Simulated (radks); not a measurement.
All-electron atom: Pm+ in [Xe] 4f5 6s1. Calculated with a radial shooting solver on a logarithmic mesh with Libxc functionals: scalar-relativistic Kohn-Sham, PBE, spin-unpolarised, spherical densities, finite nucleus; Fermi nuclear charge, rms radius 4.962 fm. Some entries of the table are withheld. Estimate them.

orbital,occ.,eigenvalue (eV),<1/r> (bohr^-1),r(max) (bohr)
1s,2,-45023.83,67.42,0.01479
2s,2,-7325.535,15.59,0.08380
2p,6,-6542.975,14.67,0.06762
3s,2,-1602.118,5.695,(1)
3p,6,-1356.343,5.375,0.2338
3d,10,-1019.392,5.101,0.1918
4s,2,-323.3317,(2),0.5520
4p,6,-242.6832,2.197,0.5761
4d,10,-128.7512,1.924,0.6025
5s,2,-47.9332,0.9177,1.290
5p,6,-28.7248,0.7719,1.465
6s,1,-8.3099,0.3170,3.487
4f,5,-8.1535,1.305,0.6368

Answer. 
(1) 3s r(max) (bohr): 0.2386
(2) 4s <1/r> (bohr^-1): 2.386
